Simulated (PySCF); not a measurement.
Computed IR spectrum (relative IR intensity) of a molecule C2H4BF2N. Coordinates come from a PBE-D3(BJ)/def2-SVP optimisation. Other conformers were not sampled. Computed with PBE-D3(BJ)/def2-SVP run with PySCF. Harmonic, unscaled wavenumbers; measured fundamentals usually lie a few per cent lower.

ν (cm⁻¹): 417 (w), 454 (s), 501 (w), 663 (w), 683 (vw), 839 (m), 854 (vw), 919 (w), 1156 (m), 1314 (m), 1360 (vs), 1385 (w), 1550 (s), 1654 (w), 3530 (m), 3640 (w) (against the strongest line: vs over 80 %, s over 45 %, m over 15 %, w over 4 %, vw less)

**Question.** Which structure fits?
A) C/C=N/B(F)F
B) C=C(F)B(N)F
C) NB(F)/C=C\F
D) C/N=C/B(F)F

**Answer.** B, C=C(F)B(N)F
